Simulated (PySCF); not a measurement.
# Unknown compound

The spectra below were simulated for a compound C$_{4}$H$_{17}$NSi$_{3}$.

1H NMR (500 MHz, computed): δ 4.74 (s, 6H), 1.08 (t, 3H), 0.67 (q, 2H), 0.23 (s, 6H).

13C{1H} NMR (computed): δ 12.6 (CH2), 8.9 (CH3), -1.1 (CH3).

- GFN2-xTB structure
- PBE0/pcSseg-1 with gauge-including orbitals
- run in PySCF 2.14.0 with density-fitted response routines
- relativity neglected, one computed conformer, rapidly exchanging positions averaged, no solvent model

References, each an isolated molecule treated in the same way: TMS for 1H (σref 31.72) and 13C (σref 186.93).

Task: Choose the structure that fits.
A. CC(C)(C)[SiH2]N([SiH3])[SiH3]
B. CC[Si]([SiH3])([SiH3])N(C)C
C. CC[Si](C)(C)N([SiH3])[SiH3]

Result: C. 

The formula gives 0 degrees of unsaturation. 3 carbon signals for 4 carbons: some carbons are equivalent by symmetry or fast rotation. Carbon types of the structure: 1 × CH2, 3 × CH3, leaving 6 H on heteroatoms. δC 8.9: methyl carbon; saturated and bonded to C and H only. δC -1.1: methyl carbon bonded to Si; an electropositive neighbour leaves it electron-rich and shielded. δH 4.74: hydrogen on a silicon bonded to N. δH 0.67: hydrogen on an sp3 CH2 bonded to Si; an electropositive neighbour shields it, as in TMS itself. δH 0.23: hydrogen on a methyl carbon bonded to Si; an electropositive neighbour shields it, as in TMS itself.

The others: CC(C)(C)[SiH2]N([SiH3])[SiH3] would give 2 carbon signals, not 3; CC[Si]([SiH3])([SiH3])N(C)C has carbons computed at 42.1, 13.9, 11.8.

Shifts are as computed. Against solution values, carbons near 30 ppm lie about +3 ppm off and those near 130 ppm about +5 ppm. Of 1211 compounds with measured shifts, 218 miss one by over three times the rms of a fit or turn the order of signals round; such compounds aren't used in these exercises. Multiplicities follow the n + 1 count of equivalent neighbours, as no J values were calculated; m marks all less simple cases, F and P coupling included.
